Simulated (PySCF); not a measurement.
WSCl4, SMILES [S]=[W]([Cl])([Cl])([Cl])[Cl], multiplicity 1. Atoms are numbered in the order given.

```xyz
6

W      0.0000     0.0000     0.0930
S      0.0000     0.0000     2.2376
Cl     0.0000     0.0000    -2.3101
Cl     1.9739    -1.1396    -0.0670
Cl    -1.9739    -1.1396    -0.0670
Cl     0.0000     2.2792    -0.0670
```

Geometry: B3LYP-D3(BJ)/def2-SVP. The spin state was assumed, not searched. The isomer is the one that the SMILES or the coordinates give; other isomers of the formula were not compared. The def2 effective core potentials stand for the cores of W; spin–orbit coupling is left out.

Calculation: B3LYP-D3(BJ)/def2-SVP in PySCF.

Frequencies are harmonic and unscaled.

Modes within 1.5 cm⁻¹ of each other (mostly degenerate sets) share a row, with their intensities summed.

Computed harmonic wavenumbers and intensities:
| mode | ν (cm⁻¹) | IR (km/mol) | Raman (Å⁴/amu) | depolarisation | moving atoms (share of kinetic energy) |
|---|---|---|---|---|---|
| 1–2 | 58 | 6.9 | 3.8 | 0.75 | Cl 80 %, S 19 % |
| 3–4 | 136 | 8.2 | 2.8 | 0.75 | Cl 55 %, W 27 %, S 18 % |
| 5 | 189 | 3.0 | 0.4 | 0.73 | Cl 71 %, W 24 % |
| 6–7 | 205 | 0.2 | 14.5 | 0.75 | Cl 72 %, S 28 % |
| 8 | 310 | 44.0 | 8.7 | 0.55 | Cl 93 % |
| 9 | 389 | 17.8 | 20.2 | 0.01 | Cl 95 % |
| 10–11 | 397 | 135.9 | 4.1 | 0.75 | Cl 79 %, W 20 % |
| 12 | 529 | 56.5 | 32.0 | 0.16 | S 86 %, W 14 % |
